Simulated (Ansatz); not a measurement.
Cost and result for the atomization energy of `[Cl][GeH]1[CH]=[CH]1` (7 atoms, 7 bonds).

Z-matrix (Å, degrees):
```
Ge
C 1 1.888
C 1 1.888 2 41.3
Cl 1 2.151 2 119.7 3 102.4
H 1 1.522 2 126.5 3 -106.2
H 2 1.084 1 154.3 3 -176.5
H 3 1.084 1 154.3 2 176.5
```

Total charge 0; spin multiplicity 1. Correlated methods include outer-core shells of Ge, which these sets cover unevenly. Scalar relativity is left out up to krypton. The structure was optimised at the PBE0-D4/def2-TZVP level. Program: Ansatz. All runs use 2 threads of an Arm Neoverse V1 on a shared host. Times are those of one run each, without the atoms' runs, and a repeat can differ threefold. Electronic energies, without spin–orbit coupling; frozen cores. CCSD(T)/CBS adds CCSD(T) − MP2 in def2-TZVPP to the MP2 limit, and its time is that of the two runs behind it. T1 = 0.011. With those shells the extrapolation isn't a true limit. HSE06 is the plane-wave form, built on full-range PBE exchange.

CCSD(T)/CBS is a level of theory with its own doubt, some kJ/mol a heavy atom from the limit and from the frozen cores, so smaller differences don't rank the functionals.

```csv
level,functions,wall time,atomization (kJ/mol),difference from CCSD(T)/CBS,per bond
LDA (SPW92)/def2-TZVPP,194,1.5 s,2860.1,393.8,56.3
revPBE-D4/def2-TZVPP,194,2.5 s,2457.7,-8.6,-1.2
PBE-D4/def2-TZVPP (with forces),194,3 s,2530.1,63.8,9.1
HSE06-D4/def2-TZVPP,194,4.1 s,2482.9,16.6,2.4
CAM-B3LYP-D4/def2-TZVPP,194,4.3 s,2442.7,-23.6,-3.4
CCSD(T)/def2-SVP,93,4.9 s,2315.9,-150.4,-21.5
B2PLYP/def2-TZVPP,194,6.5 s,2425.8,-40.5,-5.8
r2SCANh-D4/def2-TZVPP,194,7 s,2461.3,-5.0,-0.7
B97M-V/def2-TZVPP,194,12 s,2493.8,27.5,3.9
ωB97M-V/def2-TZVPP (with forces),194,15 s,2458.1,-8.2,-1.2
MP2/def2-QZVPP,363,23 s,2499.8,33.5,4.8
CCSD(T)/def2-TZVPP,194,96 s,2403.2,-63.1,-9.0
CCSD(T)/CBS(def2),–,120 s,2466.3,0.0,0.0
```

At CCSD(T), def2-SVP lies −150.4 kJ/mol from the extrapolated value and def2-TZVPP −63.1 kJ/mol: correlation converges slowly with the basis, and small sets miss more of it in the bonded molecule than in its fragments. Leaving LDA and LC-ωPBE aside and taking each functional with its dispersion term where it has one, the values, not all of them listed here, spread over 170.1 kJ/mol, from BHLYP-D4 to PBE-D4. LDA lies +345.6 kJ/mol from PBE without D4, its usual overbinding. From BLYP to BHLYP (50 % exact exchange), in def2-TZVPP and without D4, the atomization energy moves by −60.5 kJ/mol: exact exchange takes away binding that semilocal exchange gives to molecules.
